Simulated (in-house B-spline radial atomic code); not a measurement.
Configurations of La3+, with energies counted from [Kr] 4d10 5s2 5p6. Computed with a radial B-spline atomic code at the basis-set limit: scalar-relativistic (X2C) HSE06, spin-polarised, spherical fractional occupations, exact exchange averaged over the configuration, Fermi nucleus of rms radius 4.855 fm. Shells without spins written out take the highest spin.

Occupations are held fixed; configurations that lie above the ionisation limit could autoionise.

```tsv
configuration	E - E(ref) (eV)	highest orbital	its <r> (bohr)
[Kr] 4d10 5s2 5p5 6s1	25.104	6s up	3.348
[Kr] 4d10 5s1 5p6 6s1	43.363	6s up	3.333
[Kr] 4d10 5s1 5p6 6p1	48.056	6p up	3.848
[Ar] 3d10 4s2 4p5 4d10 5s2 5p6 6d1	223.51	6d up	4.952
[Ar] 3d10 4s2 4p5 4d10 5s2 5p6 5f1	224.36	5f up	4.239
[Ar] 3d9 4s2 4p6 4d10 5s2 5p6 6d1	858.71	6d up	4.926
```

Question: Order these further configurations by energy, lowest first.
A. [Kr] 4d10 5s2 5p5 5f1
B. [Kr] 4d10 5s2 5p5 6p1
C. [Ar] 3d9 4s2 4p6 4d10 4f1 5s2 5p6
D. [Kr] 4d9 5s2 5p6 5d1
E. [Kr] 4d9 5s2 5p6 6s1

Answer: B (29.765 eV), A (36.757 eV), D (107.98 eV), E (112.44 eV), C (833.93 eV).

Question: How far above the reference does [Ar] 3d10 4s2 4p5 4d10 5s2 5p6 6p1 lie?

Answer: 217.36 eV; its least bound orbital is 6p up with <r> = 3.808 bohr.
